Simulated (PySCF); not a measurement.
ClH3MoO3S, SMILES [S]=[Mo]([OH])([OH])([OH])[Cl], multiplicity 1.

The structure is a stationary point at r2SCAN-D4/def2-SVP. A frequency run showed that this geometry is not a minimum. The multiplicity is an assumed one; other spin states were not compared. The def2 effective core potentials stand for the cores of Mo; spin–orbit coupling is left out. Other conformers were not sampled.

The numbers are results of PBE0/def2-TZVP (PySCF), not measurements.

Symmetry labels are those of the subgroup Cs that the program uses (full group Cs).

Question: List the valence orbital energies around the gap with their symmetry. (An estimate is asked for; the answer gives what the named calculation found.)

Answer: 
```tsv
orbital	symmetry	energy (eV)
HOMO−7	A'	-10.78
HOMO−6	A"	-10.11
HOMO−5	A'	-9.98
HOMO−4	A'	-9.42
HOMO−3	A'	-9.29
HOMO−2	A"	-8.55
HOMO−1	A'	-8.44
HOMO	A"	-8.17
LUMO	A'	-3.65
LUMO+1	A"	-3.46
LUMO+2	A"	-2.74
LUMO+3	A'	-1.93
```
